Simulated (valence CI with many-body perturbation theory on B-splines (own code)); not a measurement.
**Se28+: electric-dipole lines**

Level of theory: configuration interaction combined with many-body perturbation theory (CI+MBPT): four valence electrons over a frozen Dirac-Fock core [He], a basis of 11 s, 11 p, 10 d, 8 f, 5 g, 2 h functions for each j, with the one-electron correlation potential Σ1 (screened to all orders), the two-electron term Σ2, the three-electron term Σ3, Breit, model QED; selected single and double excitations, second order for the rest, scaled by the run's own slope (own B-spline code, finite nucleus).

The last digits are not significant, and no measured levels were compared; by estimate large intervals hold to a few tenths of a per cent, small ones and those within an open d or f shell to about a per cent. Among the levels kept, up to 1200 cm⁻¹ of a level comes from second order outside the variational space, and about a tenth of that is noise between levels of different J, which matters for small intervals.

Lines 101 to 150 of 551 in falling wavelength, among levels below 2140.2 eV, chosen from the strongest by gf and those to the six lowest levels. Wavelengths and rates use the calculated energies. Electric multipoles are in the length gauge, E1 and E2 with the static RPA response of the core. Weak lines are less certain than strong ones. Lines between different terms over intervals too small for the method are left out, as are lines whose strength nearly cancels. The highest levels of a list are the least certain.

Levels are named by their leading jj configuration (3d3/2^4 stands for four electrons in 3d with j = 3/2), which in mixed levels can hold well under half, so a name can repeat and another be missing. Letters in brackets count levels of one name in rising energy.

```tsv
λ vac (nm)	Upper	Lower	A (s⁻¹)	S (a.u.) with core polarisation	S without
27.00	(2s^2 2p3/2 3d3/2) J=3	(2s^2 2p3/2 3p1/2) J=2	2.64e+09	1.79e-01	1.79e-01
26.86	(2p1/2^2 2p3/2 3d3/2) J=1	(2p1/2^2 2p3/2 3p1/2) J=1	3.27e+09	9.38e-02	9.38e-02
26.74	(2s 2p1/2 2p3/2 3d3/2) J=2 [c]	(2s 2p1/2 2p3/2 3p1/2) J=1 [b]	2.15e+09	1.02e-01	1.02e-01
26.73	(2s 2p3/2^2 3p3/2) J=4	(2s 2p3/2^2 3s) J=3	5.92e+09	5.02e-01	5.03e-01
26.73	(2s 2p3/2^2 3p3/2) J=3 [a]	(2s 2p3/2^2 3s) J=3	3.89e+09	2.56e-01	2.57e-01
26.67	(2s 2p1/2 2p3/2 3d3/2) J=3 [b]	(2s 2p1/2 2p3/2 3p1/2) J=2 [c]	3.97e+09	2.60e-01	2.60e-01
26.63	(2p1/2 2p3/2^2 3d3/2) J=2	(2p1/2 2p3/2^2 3p1/2) J=1 [a]	2.02e+09	9.41e-02	9.41e-02
26.24	(2s 2p3/2^2 3d3/2) J=4	(2s 2p3/2^2 3p1/2) J=3	4.65e+09	3.73e-01	3.73e-01
26.16	(2s 2p1/2 2p3/2 3d3/2) J=1 [a]	(2s 2p1/2 2p3/2 3p1/2) J=1 [a]	2.98e+09	7.90e-02	7.90e-02
26.11	(2s 2p1/2 2p3/2 3d3/2) J=2 [a]	(2s 2p1/2 2p3/2 3p1/2) J=1 [a]	2.03e+09	8.90e-02	8.90e-02
26.07	(2s^2 2p3/2 3d3/2) J=2	(2s 2p1/2^2 3s) J=1	1.87e+09	8.17e-02	8.17e-02
25.85	(2s^2 2p1/2 3d3/2) J=2	(2s^2 2p1/2 3p1/2) J=1	3.96e+09	1.69e-01	1.69e-01
25.46	(2s 2p3/2^2 3p3/2) J=2 [b]	(2s 2p3/2^2 3s) J=1 [a]	4.62e+09	1.88e-01	1.88e-01
25.43	(2s 2p1/2 2p3/2 3p3/2) J=2 [c]	(2s 2p1/2 2p3/2 3s) J=1 [b]	3.18e+09	1.29e-01	1.29e-01
25.39	(2s^2 2p1/2 3p3/2) J=2	(2s^2 2p1/2 3s) J=1	6.17e+09	2.49e-01	2.49e-01
25.35	(2s^2 2p1/2 3p3/2) J=1	(2s^2 2p1/2 3s) J=0	4.01e+09	9.68e-02	9.68e-02
25.33	(2s 2p1/2^2 3p3/2) J=2	(2s 2p1/2^2 3s) J=1	3.78e+09	1.52e-01	1.52e-01
25.30	(2s 2p1/2 2p3/2 3p3/2) J=1 [d]	(2s 2p1/2 2p3/2 3s) J=0	3.96e+09	9.49e-02	9.49e-02
25.25	(2s 2p1/2 2p3/2 3p3/2) J=2 [d]	(2s 2p1/2 2p3/2 3s) J=1 [c]	3.31e+09	1.32e-01	1.32e-01
24.81	(2s 2p3/2^2 3p3/2) J=2 [c]	(2s 2p3/2^2 3s) J=1 [b]	4.45e+09	1.67e-01	1.68e-01
24.71	(2s 2p3/2^2 3p3/2) J=2 [a]	(2s 2p3/2^2 3s) J=2 [a]	4.29e+09	1.60e-01	1.60e-01
23.71	(2s^2 2p3/2 3p3/2) J=2	(2s^2 2p3/2 3s) J=1	5.37e+09	1.76e-01	1.77e-01
23.19	(2p1/2^2 2p3/2 3p3/2) J=2	(2p1/2^2 2p3/2 3s) J=2	2.31e+09	7.10e-02	7.11e-02
22.88	(2s 2p1/2 2p3/2 3p3/2) J=1 [c]	(2s 2p1/2 2p3/2 3s) J=1 [b]	6.69e+09	1.19e-01	1.19e-01
22.41	(2s 2p1/2 2p3/2 3p3/2) J=2 [a]	(2s 2p1/2 2p3/2 3s) J=2 [a]	2.56e+09	7.11e-02	7.12e-02
22.31	(2p1/2 2p3/2^2 3p3/2) J=2 [b]	(2p1/2 2p3/2^2 3s) J=2 [b]	9.76e+09	2.67e-01	2.67e-01
21.80	(2s 2p1/2 2p3/2 3p3/2) J=3 [b]	(2s 2p1/2 2p3/2 3s) J=3	3.43e+09	1.23e-01	1.23e-01
21.71	(2p1/2 2p3/2^2 3p3/2) J=1 [b]	(2p1/2 2p3/2^2 3s) J=1 [a]	5.69e+09	8.63e-02	8.63e-02
20.88	(2s 2p3/2^2 3p3/2) J=2 [a]	(2s 2p3/2^2 3s) J=3	3.43e+09	7.72e-02	7.72e-02
20.82	(2s 2p3/2^2 3p3/2) J=1 [d]	(2s 2p3/2^2 3s) J=1 [b]	7.81e+09	1.04e-01	1.04e-01
18.98	(2s^2 2p3/2 3p3/2) J=0	(2s^2 2p3/2 3s) J=1	1.71e+10	5.77e-02	5.78e-02
16.12	(2p1/2 2p3/2^2 3p1/2) J=3	(2s 2p3/2^2 3p1/2) J=2 [b]	4.18e+09	6.05e-02	6.06e-02
14.52	(2p1/2 2p3/2^2 3s) J=3	(2s 2p3/2^2 3s) J=2 [b]	8.10e+09	8.58e-02	8.60e-02
14.49	(2p1/2 2p3/2^2 3p3/2) J=4	(2s 2p3/2^2 3p3/2) J=3 [b]	3.41e+09	4.60e-02	4.62e-02
14.32	(2s 2p1/2^2 2p3/2) J=2	(2s^2 2p1/2 2p3/2) J=1	7.04e+08	5.10e-03	5.12e-03
12.65	(2s 2p1/2 2p3/2^2) J=3	(2s^2 2p3/2^2) J=2	3.08e+09	2.16e-02	2.16e-02
12.19	(2p1/2 2p3/2^3) J=2	(2s 2p3/2^3) J=1	7.74e+09	3.46e-02	3.47e-02
10.72	(2p1/2 2p3/2^2 3p3/2) J=3 [a]	(2s 2p3/2^2 3p3/2) J=4	8.40e+09	3.58e-02	3.59e-02
10.58	(2p1/2 2p3/2^2 3p1/2) J=3	(2s 2p3/2^2 3p1/2) J=3	9.84e+09	4.03e-02	4.04e-02
10.39	(2p1/2 2p3/2^2 3s) J=2 [a]	(2s 2p3/2^2 3s) J=3	1.14e+10	3.15e-02	3.16e-02
10.38	(2p1/2 2p3/2^2 3p3/2) J=3 [a]	(2s 2p1/2 2p3/2 3p3/2) J=2 [d]	7.41e+09	2.86e-02	2.87e-02
10.36	(2s 2p1/2 2p3/2^2) J=1 [b]	(2s^2 2p3/2^2) J=0	2.38e+09	3.92e-03	3.93e-03
10.32	(2s 2p1/2^2 2p3/2) J=1	(2s^2 2p1/2 2p3/2) J=2	1.91e+09	3.11e-03	3.12e-03
9.903	(2p1/2 2p3/2^2 3s) J=2 [b]	(2s 2p3/2^2 3s) J=2 [a]	2.84e+10	6.81e-02	6.83e-02
9.888	(2p1/2 2p3/2^2 3p3/2) J=3 [b]	(2s 2p3/2^2 3p3/2) J=3 [a]	1.47e+10	4.90e-02	4.92e-02
9.848	(2p1/2 2p3/2^2 3s) J=2 [a]	(2s 2p1/2 2p3/2 3s) J=1 [c]	2.26e+10	5.33e-02	5.35e-02
9.830	(2p1/2 2p3/2^2 3p3/2) J=4	(2s 2p3/2^2 3p3/2) J=4	1.85e+10	7.82e-02	7.84e-02
9.607	(2p1/2^2 2p3/2 3d5/2) J=3	(2s 2p1/2 2p3/2 3d5/2) J=4 [b]	1.85e+10	5.67e-02	5.68e-02
9.529	(2p1/2 2p3/2^2 3d3/2) J=2	(2s 2p1/2 2p3/2 3d3/2) J=2 [c]	1.45e+10	3.09e-02	3.10e-02
9.519	(2p1/2 2p3/2^2 3s) J=3	(2s 2p3/2^2 3s) J=3	1.92e+10	5.73e-02	5.75e-02
```
